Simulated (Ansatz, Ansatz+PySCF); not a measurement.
```yaml
atoms:
  - { symbol: O, position_ang: [0.0041, 0.0083, 0.0031] }
  - { symbol: H, position_ang: [0.9651, -0.1330, 0.2308] }
  - { symbol: O, position_ang: [2.9125, 0.0057, 0.0001] }
  - { symbol: H, position_ang: [3.4144, 0.8345, -0.1265] }
  - { symbol: H, position_ang: [3.5242, -0.7709, -0.1489] }
  - { symbol: O, position_ang: [-1.2153, 2.6891, 0.3215] }
  - { symbol: H, position_ang: [-0.7578, 1.8628, 0.1396] }
  - { symbol: H, position_ang: [-2.1180, 2.4777, 0.3126] }
```

Basis set: def2-SVP (spherical functions). Frozen core: 3 orbitals. Charge 0, multiplicity 2.

Computed with Ansatz (development build ahead of 0.2.0); each method stands on the lowest determinant of its kind that the runs found.

Q: Give the atomization energy at this shape (free ground-state atoms in the same class of orbitals less the molecule, no zero-point energy) of doublet H₅O₃ by UHF-MP2, UHF.

A:

```
 method  atomization energy
UHF-MP2       2246.1 kJ/mol
    UHF       1585.5 kJ/mol
```
